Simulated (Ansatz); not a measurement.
SnHMe2(NHiPr) (C5H15NSn): single points at one geometry.

```yaml
crystal:
  periodic: [false, false, false]
  atoms:
    - {symbol: C, position_ang: [2.431268, 0.677208, -0.878492]}
    - {symbol: C, position_ang: [-0.211390, 3.083803, -0.785601]}
    - {symbol: C, position_ang: [-1.046378, -1.472329, 0.063561]}
    - {symbol: C, position_ang: [-1.760353, -1.405538, 1.424982]}
    - {symbol: C, position_ang: [0.301387, -2.188052, 0.183741]}
    - {symbol: N, position_ang: [-0.874023, -0.172043, -0.586428]}
    - {symbol: Sn, position_ang: [0.542960, 1.223183, 0.036926]}
    - {symbol: H, position_ang: [0.724801, 1.340318, 1.773110]}
    - {symbol: H, position_ang: [2.244199, 0.398729, -1.933856]}
    - {symbol: H, position_ang: [2.883651, -0.185059, -0.352438]}
    - {symbol: H, position_ang: [3.134605, 1.531988, -0.844355]}
    - {symbol: H, position_ang: [-1.123921, 3.407132, -0.248607]}
    - {symbol: H, position_ang: [-0.452444, 2.939542, -1.856727]}
    - {symbol: H, position_ang: [0.555436, 3.877387, -0.694862]}
    - {symbol: H, position_ang: [-1.784743, 0.294629, -0.688303]}
    - {symbol: H, position_ang: [-1.684444, -2.092917, -0.613774]}
    - {symbol: H, position_ang: [-1.152290, -0.833798, 2.158392]}
    - {symbol: H, position_ang: [-1.944897, -2.416441, 1.846923]}
    - {symbol: H, position_ang: [-2.742151, -0.896300, 1.331696]}
    - {symbol: H, position_ang: [0.970796, -1.656043, 0.896100]}
    - {symbol: H, position_ang: [0.175840, -3.220481, 0.566442]}
    - {symbol: H, position_ang: [0.812090, -2.234900, -0.798420]}
basis:
  gaussian: {orbitals: STO-3G}
hamiltonian: {xc: hf}
scf: {omitted_lower_state_checks: [starts]}
output: {orbitals: {seedname: orbitals}}
```

The file start.molden holds the orbitals of an earlier run on this structure, at another level or in another basis.

```sh
$ ansatz run in.yaml --threads 4 --pin off --events-out ev --progress --plain --max-ram 4787MiB
```

Shortened log:

```
Functional definition: HF
1006 factors; integrals over basis functions are off by at most 3.9e-5 eV
mean field evaluation 1: about -169058.3673 eV, gradient 2.1e1 eV
mean field evaluation 2: about -169058.6827 eV, gradient 2.1e1 eV
mean field evaluation 4: about -169060.4375 eV, gradient 1.8e0 eV
mean field evaluation 8: about -169060.4514 eV, gradient 4.1e-4 eV
mean field -169060.45135239 eV, -6212.8569939105 hartree, gradient 1.7e-5 eV, S^2 0.000000; 0 other end points of the search recorded, 0 dependent functions left out
reference -169060.45135239 eV, -6212.8569939105 hartree; 51, 51 occupied and 21, 21 virtual orbitals, 1006 factors
Total energy: -169060.45135239 eV, -6212.8569939105 hartree
Checks for a lower state left out: starts
```

Hardware: 4 threads of Intel Xeon 6975P-C on a shared host. Wall time 0.5 s.

The first input with `gaussian: {orbitals: def2-TZVP, initial_orbitals: start.molden}`, `hamiltonian: {xc: pbe, dispersion: d4}`, `output: {forces: true, orbitals: {seedname: orbitals}}` (abridged; 4.2 s):

```
Functional definition: PBE
mean field -12744.12874214 eV, -468.3380929929 hartree, gradient 2.7e-5 eV, S^2 0.000000
Total energy: -12744.65563110 eV, -468.3574558051 hartree
Atom 0 force     0.144475    -0.075668    -0.092165 eV/Å
Atom 1 force    -0.074720     0.152575    -0.079780 eV/Å
Atom 2 force    -0.156779    -0.257165    -0.015590 eV/Å
Atom 3 force    -0.092354     0.040457     0.204477 eV/Å
Atom 4 force     0.193373    -0.049759     0.017413 eV/Å
Atom 5 force     0.006872     0.255240    -0.030645 eV/Å
Atom 6 force    -0.074829    -0.039378    -0.064940 eV/Å
Atom 7 force    -0.012476    -0.028054    -0.100737 eV/Å
Atom 8 force     0.058053     0.082116     0.301957 eV/Å
Atom 9 force    -0.129966     0.249601    -0.144627 eV/Å
Atom 10 force    -0.197930    -0.235232    -0.006908 eV/Å
Atom 11 force     0.257751    -0.096014    -0.144899 eV/Å
Atom 12 force     0.068327     0.037343     0.298682 eV/Å
Atom 13 force    -0.211703    -0.221407    -0.021553 eV/Å
Atom 14 force     0.192963    -0.105605     0.058225 eV/Å
Atom 15 force     0.152093     0.162382     0.148178 eV/Å
Atom 16 force    -0.143540    -0.140172    -0.193208 eV/Å
Atom 17 force     0.060748     0.243775    -0.121528 eV/Å
Atom 18 force     0.256254    -0.132068     0.007280 eV/Å
Atom 19 force    -0.169548    -0.126123    -0.168254 eV/Å
Atom 20 force     0.009974     0.273885    -0.100245 eV/Å
Atom 21 force    -0.137037     0.009271     0.248869 eV/Å
Dipole moment:    -0.035142     0.067523     0.000418 e Å
Checks for a lower state left out: starts
```

The first input with `gaussian: {orbitals: def2-TZVP, initial_orbitals: start.molden}`, `hamiltonian: {xc: hse06, dispersion: d4}` (abridged; 4.7 s):

```
Functional definition: HSE06
mean field -12745.09498694 eV, -468.3736018343 hartree, gradient 1.2e-5 eV, S^2 0.000000
Total energy: -12745.51935815 eV, -468.3891971886 hartree
Checks for a lower state left out: starts
```

As the first input, with `gaussian: {orbitals: def2-TZVP, initial_orbitals: start.molden}`, `hamiltonian: {xc: {name: BHLYP}, dispersion: d4}` (abridged; 4.8 s):

```
Functional definition: BHLYP
mean field -12747.39850571 eV, -468.4582545878 hartree, gradient 1.4e-5 eV, S^2 0.000000
Total energy: -12748.04615889 eV, -468.4820554031 hartree
Checks for a lower state left out: starts
```

Geometry: PBE-D4/def2-SVP.

In the def2 sets Sn takes a core potential, while STO-3G treats all electrons; there is no spin–orbit coupling. HSE06 is defined as in plane-wave codes, on full-range PBE exchange.
